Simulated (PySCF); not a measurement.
Computed shifts of a molecule C4H4F2, KT2/pcSseg-1 (PySCF), GIAO, gas phase, atoms alike by connectivity averaged where their shifts nearly agree, in ppm (number of nuclei): ¹³C: 162.2 (1), 126.7 (1), 113.0 (1), 82.8 (1). ¹⁹F: -116.3 (1), -119.3 (1). ¹H: 6.46 (1), 5.35 (2), 4.90 (1). References: ¹³C against TMS (σ = 185.1 ppm); ¹⁹F against CFCl3 (σ = 127.1 ppm); ¹H against TMS (σ = 31.47 ppm), references at their B3LYP-D3(BJ)/def2-TZVP geometries, non-relativistic. Geometry: PBE0-D3(BJ)/def2-SVP. The values are those of a single conformer.

Q: Which structure fits?
(A) C=CC=C(F)F
(B) C=C(F)/C=C\F
(C) FC1(F)C=CC1
(D) CC#CC(F)F

A: A, C=CC=C(F)F
